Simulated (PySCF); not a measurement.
## Computed properties of W(NH)(NMe)(OH)2 (CH₆N₂O₂W), SMILES C[N]=[W](=[NH])([OH])[OH], multiplicity 1

W(NH)(NMe)(OH)2 (CH6N2O2W), SMILES [N](=[W]([OH])(=[NH])[OH])C, multiplicity 1. Coordinates come from a PBE0-D3(BJ)/def2-SVP optimisation. The spin state was assumed, not searched. The def2 effective core potentials stand for the cores of W; spin–orbit coupling is left out. One conformer was computed; it need not be the lowest. All values are computed for the isolated molecule unless a solvent is named; none is compared with measurement here.

**Structure.** All 30 harmonic modes at PBE0-D3(BJ)/def2-SVP (PySCF) are real, so it is a minimum. With heavy atoms numbered as in [W:1](=[NH:2])(=[N:4][CH3:5])([OH:9])[OH:11], the shortest bond between them is N4–C5 at 1.416 Å and the longest W1–O9 at 1.911 Å.

**Vibrations.** The strongest infrared lines (harmonic, unscaled, degenerate partners summed) lie at 3923 cm⁻¹ (252 km/mol, H 94 %), 606 cm⁻¹ (205 km/mol, H 60 %, C 13 %, N 12 %, O 12 %), 629 cm⁻¹ (195 km/mol, H 68 %, O 27 %). The softest mode is at 84 cm⁻¹ and the zero-point energy is 52.1 kcal/mol.

**Electronic structure.** ωB97X/def2-TZVP (PySCF) places the frontier levels at -9.39 and 1.57 eV, a gap of 10.96 eV, and gives a dipole moment of 1.42 D and a mean polarisability of 75.0 bohr³. PBE/def2-TZVP (PySCF) at the same geometry gives -5.77 and -1.26 eV, so its gap is 6.45 eV narrower. An orbital gap is neither the optical nor the fundamental gap.

**Excitations.** TDDFT-CAM-B3LYP/def2-SVPD (PySCF) has S1 at 4.81 eV (258 nm, f = 0.002, dark); the most intense of the 10 singlets computed lies at 6.16 eV (f = 0.09). T1 (TDA) is at 4.40 eV. TDDFT-PBE/def2-SVPD (PySCF) puts S1 at 4.53 eV. No vertical singlet excitation falls in the visible range (under 3.1 eV).
